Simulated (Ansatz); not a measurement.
A short molecular-dynamics run on BH$_{5}$OSn (`[BH2][SnH2][OH]`).

```yaml
crystal:
  periodic: [false, false, false]
  atoms:
    - {symbol: B, position_ang: [-1.077036, 0.577585, -1.002879]}
    - {symbol: Sn, position_ang: [0.663505, 0.225255, 0.372748]}
    - {symbol: O, position_ang: [0.899726, -1.707600, 0.727720]}
    - {symbol: H, position_ang: [-1.843456, -0.301560, -1.257982]}
    - {symbol: H, position_ang: [-1.263324, 1.654826, -1.483424]}
    - {symbol: H, position_ang: [0.444793, 0.994702, 1.892582]}
    - {symbol: H, position_ang: [2.190273, 0.647479, -0.257638]}
    - {symbol: H, position_ang: [0.077819, -2.147888, 0.952975]}
basis:
  gaussian: {orbitals: def2-SVP}
hamiltonian: {xc: {name: PBE}}
md: {timestep: 2 fs, n_steps: 20, ensemble: nve, temperature: 500, initial_velocities: maxwell_boltzmann, seed: 789}
```

```sh
$ ansatz run in.yaml --threads 2 --pin off --events-out ev --progress --plain --max-ram 4352MiB
```

| step | time (fs) | potential energy (eV) | kinetic (eV) | T (K) | conserved (eV) |
| --- | --- | --- | --- | --- | --- |
| 0 | 0.0 | -8628.5632 | 0.3878 | 500 | -8628.1754 |
| 1 | 2.0 | -8628.4965 | 0.3606 | 465 | -8628.1359 |
| 2 | 4.0 | -8628.4779 | 0.3336 | 430 | -8628.1442 |
| 3 | 6.0 | -8628.4099 | 0.2738 | 353 | -8628.1361 |
| 4 | 8.0 | -8628.4756 | 0.2975 | 384 | -8628.1781 |
| 5 | 10.0 | -8628.4100 | 0.2619 | 338 | -8628.1481 |
| 6 | 12.0 | -8628.4101 | 0.2528 | 326 | -8628.1573 |
| 7 | 14.0 | -8628.3695 | 0.2053 | 265 | -8628.1642 |
| 8 | 16.0 | -8628.3366 | 0.1729 | 223 | -8628.1636 |
| 9 | 18.0 | -8628.3546 | 0.1995 | 257 | -8628.1551 |
| 10 | 20.0 | -8628.3804 | 0.2238 | 289 | -8628.1566 |
| 11 | 22.0 | -8628.3898 | 0.2150 | 277 | -8628.1747 |
| 12 | 24.0 | -8628.3198 | 0.1786 | 230 | -8628.1412 |
| 13 | 26.0 | -8628.3930 | 0.2412 | 311 | -8628.1517 |
| 14 | 28.0 | -8628.3933 | 0.2545 | 328 | -8628.1388 |
| 15 | 30.0 | -8628.4784 | 0.3043 | 392 | -8628.1741 |
| 16 | 32.0 | -8628.3637 | 0.2522 | 325 | -8628.1114 |
| 17 | 34.0 | -8628.4116 | 0.2765 | 357 | -8628.1351 |
| 18 | 36.0 | -8628.3361 | 0.2258 | 291 | -8628.1103 |
| 19 | 38.0 | -8628.4570 | 0.2951 | 380 | -8628.1619 |
| 20 | 40.0 | -8628.2815 | 0.2139 | 276 | -8628.0676 |

Velocities are drawn at the set temperature; a run this short doesn't reach equilibrium.

Frames (Å, forces in eV/Å):

```xyz
8
time=0.0 fs
B    -1.077    0.578   -1.003    0.295    0.000    0.212
Sn    0.664    0.225    0.373   -0.324    0.529   -0.208
O     0.900   -1.708    0.728    0.890   -0.575   -0.030
H    -1.843   -0.302   -1.258   -0.328   -0.382   -0.108
H    -1.263    1.655   -1.483   -0.084    0.462   -0.214
H     0.445    0.995    1.893   -0.031    0.207    0.287
H     2.190    0.647   -0.258    0.274    0.067   -0.108
H     0.078   -2.148    0.953   -0.691   -0.307    0.170
8
time=2.0 fs
B    -1.072    0.589   -1.001   -0.564   -0.294   -0.219
Sn    0.661    0.226    0.370    0.040    0.454    0.447
O     0.915   -1.720    0.744   -1.881   -1.770    0.561
H    -1.890   -0.295   -1.298    0.404    0.300    0.166
H    -1.268    1.690   -1.465    0.021    0.132   -0.055
H     0.475    0.969    1.969   -0.019   -0.008   -0.343
H     2.221    0.679   -0.241   -0.083   -0.043   -0.003
H     0.019   -2.193    0.967    2.083    1.228   -0.554
8
time=4.0 fs
B    -1.069    0.600   -1.000   -1.067   -0.101   -0.563
Sn    0.659    0.227    0.367    0.448    0.220    0.940
O     0.926   -1.736    0.761   -1.329   -0.981    0.234
H    -1.920   -0.276   -1.333    0.777    0.573    0.329
H    -1.272    1.730   -1.449    0.137   -0.301    0.131
H     0.504    0.943    2.032   -0.041   -0.122   -0.781
H     2.249    0.709   -0.224   -0.386   -0.141    0.070
H     0.039   -2.191    0.960    1.460    0.853   -0.361
8
time=6.0 fs
B    -1.070    0.610   -1.000   -0.961    0.293   -0.563
Sn    0.657    0.227    0.364    0.725   -0.128    1.208
O     0.934   -1.755    0.779    2.607    1.540   -0.745
H    -1.921   -0.235   -1.354    0.633    0.337    0.290
H    -1.270    1.758   -1.428    0.193   -0.456    0.195
H     0.532    0.912    2.065   -0.087   -0.131   -0.952
H     2.262    0.733   -0.204   -0.522   -0.195    0.076
H     0.116   -2.156    0.939   -2.589   -1.260    0.491
8
time=8.0 fs
B    -1.074    0.621   -1.003   -0.247    0.713   -0.168
Sn    0.655    0.228    0.362    0.706   -0.472    1.229
O     0.948   -1.770    0.795    0.987    1.007   -0.508
H    -1.898   -0.182   -1.364    0.007   -0.328    0.028
H    -1.261    1.769   -1.400    0.158   -0.216    0.101
H     0.556    0.877    2.062   -0.146   -0.035   -0.846
H     2.255    0.750   -0.181   -0.443   -0.185    0.006
H     0.093   -2.170    0.936   -1.021   -0.485    0.156
8
time=10.0 fs
B    -1.079    0.635   -1.007    0.543    0.805    0.346
Sn    0.654    0.229    0.360    0.464   -0.876    0.999
O     0.965   -1.783    0.809   -2.011   -0.206   -0.136
H    -1.874   -0.141   -1.374   -0.617   -0.931   -0.266
H    -1.246    1.772   -1.367    0.055    0.282   -0.079
H     0.575    0.840    2.026   -0.211    0.150   -0.448
H     2.231    0.760   -0.158   -0.174   -0.113   -0.126
H     0.032   -2.202    0.940    1.951    0.888   -0.291
8
time=12.0 fs
B    -1.082    0.651   -1.009    0.503    0.204    0.425
Sn    0.653    0.229    0.359    0.182   -1.373    0.549
O     0.977   -1.796    0.824   -1.789    0.162   -0.290
H    -1.874   -0.136   -1.393   -0.429   -0.673   -0.203
H    -1.229    1.786   -1.338   -0.048    0.601   -0.201
H     0.586    0.808    1.973   -0.273    0.395    0.205
H     2.200    0.765   -0.140    0.187   -0.008   -0.279
H     0.045   -2.200    0.933    1.667    0.693   -0.205
8
time=14.0 fs
B    -1.084    0.669   -1.009   -0.097   -0.355    0.069
Sn    0.651    0.229    0.357    0.021   -1.812    0.081
O     0.984   -1.809    0.838    1.673    1.955   -0.739
H    -1.891   -0.157   -1.420    0.236    0.125    0.111
H    -1.214    1.822   -1.316   -0.093    0.326   -0.157
H     0.586    0.792    1.928   -0.314    0.609    0.838
H     2.177    0.770   -0.133    0.455    0.071   -0.387
H     0.122   -2.171    0.918   -1.881   -0.919    0.184
8
time=16.0 fs
B    -1.086    0.685   -1.010   -0.451   -0.311   -0.252
Sn    0.650    0.228    0.356    0.048   -1.921   -0.006
O     0.996   -1.817    0.850    1.414    1.991   -0.719
H    -1.898   -0.172   -1.443    0.610    0.650    0.310
H    -1.202    1.871   -1.301   -0.100   -0.275   -0.038
H     0.574    0.800    1.915   -0.312    0.639    0.956
H     2.171    0.778   -0.141    0.457    0.068   -0.382
H     0.126   -2.178    0.909   -1.666   -0.841    0.130
8
time=18.0 fs
B    -1.089    0.700   -1.011   -0.315    0.037   -0.273
Sn    0.649    0.227    0.355    0.234   -1.662    0.388
O     1.010   -1.820    0.860   -2.000    0.569   -0.519
H    -1.882   -0.163   -1.455    0.501    0.647    0.267
H    -1.194    1.910   -1.286   -0.112   -0.653    0.028
H     0.551    0.831    1.939   -0.250    0.435    0.446
H     2.182    0.789   -0.163    0.197   -0.020   -0.259
H     0.067   -2.217    0.906    1.745    0.646   -0.078
8
time=20.0 fs
B    -1.094    0.715   -1.013    0.260    0.406    0.048
Sn    0.647    0.225    0.354    0.469   -1.274    0.887
O     1.020   -1.822    0.869   -2.194    0.536   -0.546
H    -1.847   -0.129   -1.455   -0.030    0.134   -0.018
H    -1.191    1.923   -1.271   -0.133   -0.553    0.006
H     0.518    0.880    1.980   -0.145    0.135   -0.239
H     2.201    0.799   -0.195   -0.147   -0.139   -0.084
H     0.075   -2.231    0.900    1.919    0.756   -0.054
8
time=22.0 fs
B    -1.097    0.731   -1.016    0.924    0.452    0.514
Sn    0.646    0.223    0.353    0.621   -0.953    1.197
O     1.025   -1.822    0.877    0.799    1.988   -0.640
H    -1.813   -0.090   -1.457   -0.640   -0.533   -0.375
H    -1.192    1.916   -1.255   -0.164    0.011   -0.088
H     0.479    0.933    2.011   -0.032   -0.123   -0.718
H     2.214    0.803   -0.230   -0.396   -0.230    0.069
H     0.157   -2.217    0.892   -1.111   -0.612    0.040
8
time=24.0 fs
B    -1.097    0.749   -1.016    0.971   -0.237    0.616
Sn    0.646    0.220    0.352    0.593   -0.739    1.276
O     1.032   -1.818    0.883    2.078    2.654   -0.609
H    -1.804   -0.072   -1.473   -0.644   -0.542   -0.377
H    -1.200    1.909   -1.243   -0.194    0.652   -0.182
H     0.439    0.982    2.016    0.061   -0.281   -0.906
H     2.213    0.799   -0.263   -0.467   -0.257    0.156
H     0.195   -2.225    0.885   -2.398   -1.251    0.025
8
time=26.0 fs
B    -1.094    0.767   -1.014    0.389   -0.901    0.203
Sn    0.645    0.217    0.352    0.375   -0.618    1.156
O     1.043   -1.807    0.887   -1.748    0.535   -0.548
H    -1.819   -0.074   -1.503   -0.091    0.093   -0.007
H    -1.215    1.926   -1.238   -0.169    0.631   -0.148
H     0.401    1.020    1.985    0.122   -0.324   -0.826
H     2.193    0.784   -0.289   -0.346   -0.214    0.159
H     0.142   -2.282    0.879    1.468    0.797    0.011
8
time=28.0 fs
B    -1.090    0.781   -1.011   -0.193   -0.757   -0.297
Sn    0.644    0.214    0.353    0.081   -0.638    0.861
O     1.051   -1.795    0.891   -2.332   -0.006   -0.512
H    -1.838   -0.073   -1.534    0.355    0.585    0.308
H    -1.237    1.968   -1.238   -0.048   -0.065    0.018
H     0.368    1.046    1.923    0.138   -0.246   -0.490
H     2.160    0.762   -0.310   -0.072   -0.119    0.084
H     0.145   -2.308    0.874    2.070    1.246    0.028
8
time=30.0 fs
B    -1.086    0.792   -1.010   -0.425   -0.260   -0.526
Sn    0.644    0.211    0.353   -0.191   -0.810    0.375
O     1.053   -1.784    0.893    0.217    1.387   -0.410
H    -1.843   -0.049   -1.553    0.422    0.615    0.366
H    -1.261    2.008   -1.238    0.102   -0.663    0.168
H     0.341    1.062    1.842    0.100   -0.029    0.084
H     2.124    0.735   -0.327    0.269   -0.004   -0.037
H     0.228   -2.286    0.869   -0.494   -0.236   -0.020
8
time=32.0 fs
B    -1.083    0.802   -1.010   -0.209    0.159   -0.368
Sn    0.643    0.207    0.354   -0.367   -0.982   -0.236
O     1.055   -1.768    0.894    2.767    2.939   -0.233
H    -1.831   -0.002   -1.558    0.104    0.194    0.141
H    -1.280    2.022   -1.232    0.200   -0.728    0.221
H     0.317    1.077    1.764    0.023    0.269    0.729
H     2.099    0.708   -0.346    0.521    0.083   -0.130
H     0.291   -2.274    0.864   -3.038   -1.933   -0.123
8
time=34.0 fs
B    -1.082    0.814   -1.011    0.313    0.240    0.066
Sn    0.643    0.203    0.355   -0.440   -0.822   -0.701
O     1.064   -1.746    0.894   -1.435   -0.368   -0.271
H    -1.816    0.053   -1.557   -0.408   -0.438   -0.241
H    -1.292    2.008   -1.216    0.200   -0.216    0.169
H     0.294    1.103    1.715   -0.008    0.433    1.049
H     2.094    0.684   -0.370    0.528    0.101   -0.111
H     0.238   -2.335    0.854    1.248    1.070    0.039
8
time=36.0 fs
B    -1.079    0.825   -1.013    0.548   -0.359    0.314
Sn    0.642    0.199    0.355   -0.358   -0.255   -0.743
O     1.069   -1.724    0.894   -2.214   -1.402   -0.210
H    -1.817    0.091   -1.566   -0.557   -0.675   -0.371
H    -1.296    1.986   -1.195    0.125    0.600    0.068
H     0.270    1.145    1.705    0.089    0.249    0.803
H     2.108    0.664   -0.398    0.281    0.052    0.037
H     0.233   -2.356    0.846    2.086    1.790    0.102
8
time=38.0 fs
B    -1.074    0.836   -1.013    0.124   -1.064    0.066
Sn    0.641    0.195    0.355   -0.182    0.479   -0.512
O     1.070   -1.706    0.894    0.114    0.132    0.003
H    -1.839    0.103   -1.589   -0.114   -0.287   -0.064
H    -1.296    1.987   -1.171    0.100    0.913    0.031
H     0.250    1.196    1.726    0.251   -0.145    0.261
H     2.134    0.645   -0.424   -0.053   -0.006    0.227
H     0.308   -2.308    0.842   -0.240   -0.021   -0.011
8
time=40.0 fs
B    -1.069    0.843   -1.013   -0.501   -0.894   -0.319
Sn    0.640    0.191    0.355   -0.047    1.161   -0.301
O     1.070   -1.688    0.893    3.455    2.612    0.351
H    -1.865    0.104   -1.614    0.388    0.186    0.290
H    -1.292    2.023   -1.145    0.208    0.284    0.080
H     0.240    1.242    1.757    0.371   -0.489   -0.207
H     2.158    0.627   -0.442   -0.303   -0.031    0.359
H     0.374   -2.260    0.837   -3.570   -2.829   -0.252
```

Hardware: 2 threads of an Arm Neoverse V2 on a shared host. Wall time 19 s, peak host memory 0.35 GiB.
